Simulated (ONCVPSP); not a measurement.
**Pt (Z = 78): ONCV pseudisation with PW91, scalar-relativistic reference atom.**

ONCVPSP 4.0.1 input, shortened (lines: element, Z, core and valence counts, functional; n l f; lmax; l rc ep ncon nbas qcut; lloc lpopt rc5 dvloc0; l nproj debl; icmod fcfact rcfact), PW91, scalar-relativistic:

```
  Pt 78.00   11    3  -109134      upf
    1    0    2.00
    2    0    2.00
    2    1    6.00
    3    0    2.00
    3    1    6.00
    3    2   10.00
    4    0    2.00
    4    1    6.00
    4    2   10.00
    5    0    2.00
    5    1    6.00
    4    3   14.00
    5    2    9.00
    6    0    1.00
    3
    0    2.30    0.00    4    8    2.90
    1    2.25    0.39    4    8    3.70
    2    1.35    0.00    4    9    7.90
    3    0.75    0.00    3    6   19.50
    4    1    0.55    3.00
    0    2    0.80
    1    2    2.40
    2    2    3.60
    3    3    3.80
    0    0.00    0.00
```

- Cutoffs needed: 189 Ha and 430 Ha (the cutoffs (Ha) at which the residual kinetic energy of the hardest occupied pseudo-wave falls to 1 and 0.1 mHa per electron)
- Ghost test: ghosts flagged at negative energy: s at -1092.7 eV, s at -203.5 eV, p at -543.2 eV; GHOST(+) flagged for p at 37.2 eV, d at 269.2 eV; a true bound ghost makes a file unfit for plane-wave use
- Largest excitation error: +19 meV (all-electron minus pseudo) for 4f14 5d8 6s0, out of 4 test configurations
